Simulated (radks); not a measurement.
Task: The antimony ion Sb2+, 49 electrons, occupied as [Kr] 4d10 5s2 5p1 (the NIST ground configuration). Calculated with a radial shooting solver on a logarithmic mesh with Libxc functionals: scalar-relativistic Kohn-Sham, LDA (Slater exchange, Perdew-Wang correlation), spin-polarised, spherical densities, point nucleus; open shells are filled with parallel spins first (spin-orbit coupling, left out, can overturn this in heavy ions). Some entries of the table are withheld. Estimate them.

orbital  occ.  eigenvalue (hartree)  <r^2> (bohr^2)  <r> (bohr)
1s up       1             -1113.123        0.001096     0.02845
1s down     1             -1113.121        0.001096     0.02845
2s up       1             -169.9993         0.01776      0.1227
2s down     1             -169.9987         0.01776      0.1227
2p up       3             -152.7773         0.01402      0.1072
2p down     3             -152.7764         0.01402      0.1072
3s up       1             -33.85923          0.1253      0.3311
3s down     1             -33.85818          0.1253      0.3311
3p up       3             -28.24470          0.1257      0.3292
3p down     3             -28.24356          0.1257      0.3292
3d up       5             -19.65122          0.1108      0.3056
3d down     5             -19.65017          0.1108      0.3056
4s up       1              -6.13886          0.7073      0.7906
4s down     1              -6.13657          0.7070      0.7905
4p up       3              -4.41537          0.8296      0.8522
4p down     3              -4.41272          0.8287      0.8518
4d up       5              -1.91245           1.246       1.028
4d down     5              -1.90721           1.238       1.025
5s up       1                   (1)           4.879       2.083
5s down     1                   (2)           4.858       2.077
5p up       1              -0.76267           6.917         (3)
5p down     0              -0.73388           6.978         (4)

Result: 
(1) 5s up eigenvalue (hartree): -1.10779
(2) 5s down eigenvalue (hartree): -1.08078
(3) 5p up <r> (bohr): 2.476
(4) 5p down <r> (bohr): 2.484
